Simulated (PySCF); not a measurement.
A structure optimised at ωB97X-D3(BJ)/def2-SVP, used in a PySCF frequency run:

```xyz
15

C     -2.5518    -0.6933     0.5174
N     -1.1827    -0.2712     0.3503
C     -0.1705    -1.2886     0.0350
Si     1.3297    -0.0966     0.0393
O      2.2996    -0.0748    -1.3224
Si    -0.4862     1.3253     0.1736
H     -2.6425    -1.4538     1.3163
H     -3.1846     0.1632     0.7997
H     -2.9720    -1.1336    -0.4090
H     -0.1398    -2.0916     0.7981
H     -0.3378    -1.7734    -0.9490
H      2.1884    -0.2797     1.2508
H      3.1192    -0.5771    -1.2814
H     -0.7214     2.2289     1.3440
H     -0.9028     2.1028    -1.0393
```

**Question.** Write its SMILES and formula.

**Answer.** CN1C[Si@@H](O)[SiH2]1, C2H9NOSi2

**Question.** What are its rotational constants (standard atomic weights)?

**Answer.** 4.2718, 1.5545, 1.2591 GHz
